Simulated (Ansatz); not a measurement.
Calculated with Ansatz (gas phase, PBE0-D4/def2-TZVP geometries, no zero-point term in ΔE). CCSD(T)/CBS is the MP2 limit (def2-TZVPP, def2-QZVPP) plus CCSD(T) − MP2 in def2-TZVPP, frozen cores. This one scheme is used for every species. Functionals use def2-TZVPP. B3LYP here is the variant with VWN-RPA as its local correlation; programs differ in this. Triplets are unrestricted, without spin–orbit coupling. For Ge outer-core shells are correlated without core-valence functions, which leaves a few kJ/mol of doubt a bond. Scalar relativity is left out up to krypton. One conformer a species, not always the lowest.

Reaction (formal loss of a carbene): `C[O][Ge]([CH3])([F])[SH]` → `[CH2]` (triplet) + `C[O][GeH]([F])[SH]`

`C[O][Ge]([CH3])([F])[SH]`:

Cartesian coordinates in Å:
```
C -0.929 -0.356 -1.975
O 0.221 -0.287 -1.157
Ge 0.111 0.214 0.524
C 1.876 0.114 1.277
F -0.452 1.864 0.519
S -1.482 -0.880 1.608
H -1.730 -0.936 -1.502
H -0.644 -0.852 -2.905
H -1.310 0.642 -2.213
H 2.177 -0.929 1.369
H 1.880 0.579 2.262
H 2.571 0.634 0.619
H -2.289 0.193 1.575
```

`[CH2]` (triplet):

```xyz
3

C    -0.114   -0.223    0.117
H    -0.459    0.698    0.560
H     0.573   -0.476   -0.677
```

`C[O][GeH]([F])[SH]`:

Cartesian coordinates in Å:
```
C 1.416 -0.004 0.749
O 1.023 0.100 -0.606
Ge -0.661 -0.030 -1.072
F -1.194 -1.642 -0.697
S -1.976 1.271 0.133
H 0.817 0.644 1.398
H 1.334 -1.035 1.107
H 2.460 0.307 0.814
H -0.710 0.183 -2.581
H -2.510 0.205 0.754
```

(1) Is it downhill or uphill in electronic energy at CCSD(T)/CBS, and by how much? (Estimate.)

(2) What do these levels give: PBE-D4, PBE0-D4, ωB97M-V, B2PLYP, PBE, r2SCAN, PBE0, B3LYP, HF/def2-TZVPP, MP2/def2-TZVPP, CCSD(T)/def2-TZVPP, SCS-MP2/def2-QZVPP? (Estimate.)

Largest T1 diagnostic among the species: 0.012.

Results:

(1) Computed: Uphill: ΔE = +5.06 eV.

(2) Computed: PBE-D4 5.08, PBE0-D4 5.00, ωB97M-V 5.06, B2PLYP 4.93, PBE 5.00, r2SCAN 4.79, PBE0 4.93, B3LYP 4.83, HF/def2-TZVPP 3.46, MP2/def2-TZVPP 5.10, CCSD(T)/def2-TZVPP 4.94, SCS-MP2/def2-QZVPP 5.15 eV.

From PBE to PBE0 (25 % exact exchange), in def2-TZVPP and without D4, ΔE moves by −0.07 eV. The D4 term adds +0.12 eV with B3LYP and +0.07 eV with PBE0; it sums over pairs of atoms, weighted by their polarisabilities, and B3LYP, whose exchange is more repulsive, gets the larger term.
